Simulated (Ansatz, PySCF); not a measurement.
Reaction (SMILES): [I][Bi][I] → [I][Bi][I] as singlet, charge +1 + e-
Each molecule is optimised on its own at B3LYP-D3(BJ)/def2-TZVP (Ansatz, a program for electronic structure). High T1 diagnostic, so coupled cluster is less sure: [I][Bi][I] as singlet, charge +1.

Quantity: adiabatic ionisation energy (0 K, with B3LYP-D3(BJ) harmonic zero-point energies from PySCF), in eV. Correlated levels leave the core frozen unless marked. Open shells are spin-unrestricted. No spin-orbit coupling. The frozen core is the preceding noble-gas configuration, with the filled d and f shells of earlier blocks. Past Kr the def2 sets carry scalar-relativistic core potentials. CBS marks a two-point X^-3 extrapolation of the correlation energy; Hartree-Fock from the larger set. [CCSD(T)-MP2]/basis is that difference in the basis named.

| level | program | adiabatic ionisation energy (eV) |
|---|---|---|
| B3LYP-D3(BJ)/def2-TZVPD | Ansatz + dftd3 | 7.68 |
| M06-2X/def2-TZVPD | PySCF | 8.05 |
| MP2/def2-SVPD | Ansatz | 7.66 |
| SCS-MP2/def2-SVP | Ansatz | 7.59 |

Task: What does RI-MP2/CBS(def2-TZVPPD,def2-QZVPPD)+[CCSD(T)-MP2]/def2-TZVPPD (Ansatz) give?

Result: 7.72 eV
